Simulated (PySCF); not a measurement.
2-chloropent-1-en-4-yne (C₅H₅Cl), SMILES C#CCC(=C)Cl. Atoms are numbered in the order given.

```xyz
11

C      2.5879    -0.1114     1.0563
C      1.6568    -0.5469     0.4179
C      0.5275    -1.0729    -0.3508
C     -0.7726    -0.3411    -0.1062
C     -1.8745    -0.8850     0.4110
Cl    -0.7438     1.3450    -0.5831
H      3.4128     0.2780     1.6221
H      0.7678    -1.0199    -1.4280
H      0.3767    -2.1381    -0.1096
H     -2.7881    -0.3052     0.5499
H     -1.8743    -1.9362     0.7086
```

Geometry: B3LYP-D3(BJ)/def2-SVP. Other conformers were not sampled.

Computed with B3LYP-D3(BJ)/def2-SVP run with PySCF 2.14.0.

Frequencies are harmonic and unscaled.

Computed normal modes with their intensities:
```tsv
mode	ν (cm⁻¹)	IR (km/mol)	Raman (Å⁴/amu)	depolarisation	moving atoms (share of kinetic energy)
1	66	0.2	6.9	0.75	C 59 %, Cl 21 %, H 20 %
2	132	0.5	7.9	0.74	C 69 %, H 16 %, Cl 15 %
3	316	0.9	5.3	0.73	C 67 %, Cl 21 %, H 12 %
4	344	5.5	9.9	0.75	C 65 %, H 32 %
5	386	0.5	1.8	0.74	C 47 %, H 37 %, Cl 16 %
6	420	5.8	5.6	0.73	C 74 %, H 21 %
7	591	8.6	6.1	0.23	C 82 %, Cl 9 %, H 9 %
8	660	31.5	6.8	0.24	C 59 %, Cl 22 %, H 19 %
9	693	37.4	2.0	0.75	H 78 %, C 22 %
10	711	36.3	2.2	0.72	H 77 %, C 23 %
11	713	1.5	4.4	0.75	H 91 %
12	905	39.6	0.8	0.46	H 70 %, C 30 %
13	910	3.3	3.7	0.45	C 51 %, H 48 %
14	933	0.3	5.4	0.38	C 56 %, H 44 %
15	992	0.9	1.1	0.68	C 65 %, H 35 %
16	1154	32.8	5.6	0.55	C 51 %, H 48 %
17	1232	15.8	5.6	0.67	H 76 %, C 23 %
18	1319	12.6	8.3	0.43	H 64 %, C 36 %
19	1404	4.7	17.7	0.62	H 84 %, C 16 %
20	1425	7.6	12.0	0.57	H 91 %, C 9 %
21	1713	45.2	25.0	0.17	C 91 %, H 9 %
22	2237	1.0	137.7	0.26	C 91 %, H 9 %
23	3025	7.4	148.5	0.05	H 94 %
24	3080	3.7	75.6	0.67	H 91 %, C 9 %
25	3156	0.5	119.6	0.11	H 94 %
26	3260	0.9	83.1	0.74	H 89 %, C 11 %
27	3472	69.8	38.1	0.24	H 85 %, C 15 %
```
